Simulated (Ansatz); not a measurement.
Molecule: CrF, net charge 0, sextet state. The spin state was set by rule; other spins were not relaxed. 
Structure (B3LYP-D3(BJ)/def2-TZVP (Ansatz, a program for electronic structure) minimum search):
```
Cr
F 1 1.7937
```
Charge 0, spin multiplicity 6.

Wanted: vertical ionisation energy (to the quintet state of charge +1; each state is the SCF solution reached for its spin; for the sextet T1 is 0.073), in eV. Correlated levels leave the core frozen unless marked. Open shells are spin-unrestricted. Spin-orbit coupling is left out. Frozen are the shells of the preceding noble gas and the d and f shells that filled before the atom's block. Non-relativistic. Basis-set limits of correlation are two-point, X^-3; Hartree-Fock from the larger set.

```csv
level,program,vertical ionisation energy (eV)
SVWN5/def2-TZVPD,Ansatz,…
PBE/def2-TZVPD,Ansatz,8.37
r2SCAN/def2-TZVPD,Ansatz,8.37
B3LYP/def2-TZVPD,Ansatz,…
PBE0/def2-TZVPD,Ansatz,8.19
BHLYP/def2-TZVPD,Ansatz,…
CAM-B3LYP/def2-TZVPD,Ansatz,…
wB97M-V/def2-TZVPD,Ansatz,8.01
wB97X-V/def2-TZVPD,Ansatz,7.93
CCSD/def2-SVPD,Ansatz,7.62
CCSD/def2-TZVPPD,Ansatz,7.74
CCSD/def2-QZVPPD,Ansatz,7.75
"CCSD(T)/CBS(def2-TZVPPD,def2-QZVPPD)",Ansatz,7.77
```

Task: Complete the blanks.

Result: 
- SVWN5/def2-TZVPD, vertical ionisation energy (eV): 8.64
- B3LYP/def2-TZVPD, vertical ionisation energy (eV): 8.26
- BHLYP/def2-TZVPD, vertical ionisation energy (eV): 7.86
- CAM-B3LYP/def2-TZVPD, vertical ionisation energy (eV): 8.20
